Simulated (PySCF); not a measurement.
Positional isomers: styrene fluoro+silyl. All species are isolated molecules in the gas phase. One relaxed conformer stands for each flexible species; it need not be the lowest. Strings in code marks are SMILES.

Quantity: electronic energy of isomers of C8H9FSi relative to `C=Cc1ccc([SiH3])c(F)c1` (C–C–C–C torsion 179°), in kcal/mol.

Level 1: B3LYP/6-311+G** // PBE0-D3(BJ)/def2-SVP (PySCF)
Level 2: B3LYP/6-31G* // PBE0-D3(BJ)/def2-SVP (PySCF)
Level 3: B3LYP/LANL2DZ // PBE0-D3(BJ)/def2-SVP (PySCF)
Level 4: PBE/6-31G* // PBE0-D3(BJ)/def2-SVP (PySCF)

```csv
species,level 1,level 2,level 3,level 4
`C=C(F)c1ccc([SiH3])cc1` (F–C–C–C torsion 5°),0.92,1.51,1.02,1.63
`C=C([SiH3])c1cccc(F)c1` (Si–C–C–C torsion 144°),2.96,4.05,4.16,3.81
`C=Cc1ccc(F)c([SiH3])c1` (C–C–C–C torsion 1°),0.42,0.39,0.59,0.31
```
